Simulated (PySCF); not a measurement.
## Radial density of I (iodine, neutral)

LC-wPBE, [Kr] 4d10 5s2 5p4 5d1, one real determinant (an excited configuration). Calculation: PySCF 2.14, in aug-cc-pwCVTZ-DK3 with one added diffuse shell each of s, p, d, f type (11s10p8d5f1g, 125 functions); the spin-free X2C one-electron Hamiltonian (Gaussian nucleus).

| r (bohr) | 4πr²ρ (e/bohr) | 4πr²(ρα − ρβ) |
| --- | --- | --- |
| 0.0268 | 64.02 | 0.0164 |
| 0.0451 | 62.57 | 0.0412 |
| 0.0759 | 87.70 | 0.0354 |
| 0.128 | 69.96 | 0.0007 |
| 0.215 | 72.23 | 0.0961 |
| 0.361 | 45.11 | 0.0002 |
| 0.608 | 26.78 | 0.2371 |
| 1.02 | 16.40 | -0.0054 |
| 1.72 | 4.785 | 1.0456 |
| 2.89 | 1.748 | 0.7889 |
| 4.87 | 0.2526 | 0.2048 |
| 8.18 | 0.06464 | 0.0645 |
| 13.8 | 0.0004778 | 0.0005 |

Densities and radii are taken from the X2C orbitals without a picture-change correction, which distorts them close to the nucleus.

⟨L²⟩ = 8.04 against 12 for a pure F term, so this real determinant mixes terms. The outer electron is Rydberg-like, and this basis confines it to a smaller radius and binds it less than a complete one would.

(1) Where is the radial spin density 4πr²(ρα − ρβ) most negative, and why is it negative at all?

Answers

(1) Around r = 1.02 bohr, down to -0.0054 e/bohr: exchange with the open shell polarises the paired shells in an unrestricted calculation.
